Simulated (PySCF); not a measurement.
Cartesian coordinates (Å):
```xyz
1

Br     0.0000     0.0000     0.0000
```
Charge 0, spin multiplicity 2.

Question: Predict the dipole moment, highest occupied spin orbital and total energy from PBE-D3(BJ)/def2-TZVP (PySCF 2.14.0).

Answer: 
```yaml
dipole_moment: 0.00 D
highest_occupied_spin_orbital: -7.43 eV
total_energy: -2573.7208 Ha
```
